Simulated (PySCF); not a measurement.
These 2 structures share the formula C4H4FNSi. Theory: PBE0-D3(BJ)/def2-SVP geometry optimisation, gas phase (PySCF). Energies are electronic, without zero-point or thermal terms, for one conformer each. No frequencies were run at this level. Point groups hold within 0.08 Å.

Question: Rank from lowest to highest electronic energy at this level (kcal/mol).
A. `N#CCC#C[SiH2]F`
B. `N#CC1=C[C@H](F)[SiH2]1`

Answer: A (0.0), B (24.5).

As drawn, the lower has a C≡C bond and an Si–F bond, which the higher lacks; the higher has a four-membered ring and a C=C bond outside aromatic rings, which the lower lacks.

| SMILES | E (Eh) | E rel (kcal/mol) | dipole (D) | point group | A, B, C (MHz) |
| --- | --- | --- | --- | --- | --- |
| N#CCC#C[SiH2]F | -598.10561 | 0.0 | 1.95 | – | 8709, 692.3, 649.0 |
| N#CC1=C[C@H](F)[SiH2]1 | -598.06663 | 24.5 | 3.21 | C1 | 5118, 1306, 1092 |

Question: How do the relative energies change in single points at BP86/pcSseg-1 (no added dispersion term) on the same geometries?

Answer: 
```json
{"SMILES": "N#CCC#C[SiH2]F", "PBE0-D3(BJ)/def2-SVP (kcal/mol)": "0.0", "BP86/pcSseg-1 (kcal/mol)": "0.0", "shift": "0.0"}
{"SMILES": "N#CC1=C[C@H](F)[SiH2]1", "PBE0-D3(BJ)/def2-SVP (kcal/mol)": "24.5", "BP86/pcSseg-1 (kcal/mol)": "29.4", "shift": "+4.9"}
```

Each column counts from its own lowest isomer. The order is unchanged; the largest shift is 4.9 kcal/mol.
